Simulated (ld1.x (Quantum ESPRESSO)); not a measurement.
# rubidium (Rb): one change to a TM semilocal potential, before and after

* Element: rubidium
* Generator: ld1.x (Quantum ESPRESSO) 7.5
* Type: norm-conserving Troullier–Martins (semilocal form)
* Functional: LDA (PZ)
* Relativity: scalar-relativistic
* Frozen core: [Ar] 3d10
* Valence charge: 9
* Reference configuration: 4s2 4p6 4d1 5s0 5p0
* Partial waves: 4p (bound): rc 1.95 bohr; 4d (bound): rc 4.20 bohr; 4s (bound): rc 2.50 bohr
* Local potential: the s channel
* Core correction: none

Change: wave 4s (bound): rc 2.50 bohr becomes 4s (bound): rc 2.10 bohr.

Cutoffs: the cutoffs (Ry, on a coarse ladder) from which the occupation-weighted sum of valence levels, in a spherical-Bessel basis at the reference potential, stays within 10 and 1 mRy of its value at 400 Ry; they do not see the model core or the augmentation charge, which bear on the density cutoff. Errors are all-electron minus pseudo energies relative to the spin-unpolarised reference configuration.

Problem. How do hardness, ghosts and transferability respond?

Solution. The potential gets harder (25 Ry and 35 Ry → 30 Ry and 45 Ry); of the 9 tests that both files solve, the error grows in 0 and shrinks in 6 by more than 15 % and 0.3 meV (median size 295.3 → 122.4 meV); neither file shows a bound ghost. A smaller radius makes the pseudo-wave follow the all-electron one further in, where it bends more sharply, so more plane waves are needed. Less of the atom is replaced, so other configurations are described better. A semilocal file is local in each channel, so a ghost entry of none says nothing of the separable form that plane-wave codes build from it.

| quantity | base | changed |
| --- | --- | --- |
| cutoff, loose | 25 Ry | 30 Ry |
| cutoff, tight | 35 Ry | 45 Ry |
| loose cutoff by channel (10 mRy a level) | p 12 Ry, d 6 Ry, s 8 Ry | p 12 Ry, d 6 Ry, s 18 Ry |
| bound ghosts | none | none |
| error for 4s2 4p6 4d0 5s1 5p0, meV [ΔE -2.32 eV] | +436 | +177 |
| error for 4s2 4p6 4d0 5s0 5p0, meV [ΔE 1.96 eV] | +7.2 | +7.2 |
| error for 4s2 4p6 4d0 5s0.5 5p0, meV [ΔE -0.66 eV] | +295 | +122 |
| error for 4s1 4p6 4d0 5s1 5p0, meV [ΔE 35.52 eV] | +1244 | +583 |
| error for 4s2 4p6 4d0 5s0 5p1, meV [ΔE -0.70 eV] | +7.0 | +7.0 |
| error for 4s2 4p5 4d0 5s1 5p0, meV [ΔE 18.92 eV] | +1228 | +564 |
| error for 4s2 4p6 4d0.5 5s0.5 5p0, meV [ΔE -1.16 eV] | +247 | +99 |
| error for 4s2 4p6 4d1 5s0 5p0 (spin-polarised), meV [ΔE -0.06 eV] | +0.4 | +0.4 |
| error for 4s2 4p6 4d0 5s1 5p0 (spin-polarised), meV [ΔE -2.44 eV] | +438 | +178 |
| s: phases at 4.57 bohr within 0.05 rad from the reference energy up to (Ry; the scan ends near 5) | -0.6 | -0.4 |
| p: phases at 4.57 bohr within 0.05 rad from the reference energy up to (Ry; the scan ends near 5) | 1.8 | 1.8 |
| d: phases at 4.57 bohr within 0.05 rad from the reference energy up to (Ry; the scan ends near 5) | 0.6 | 0.6 |
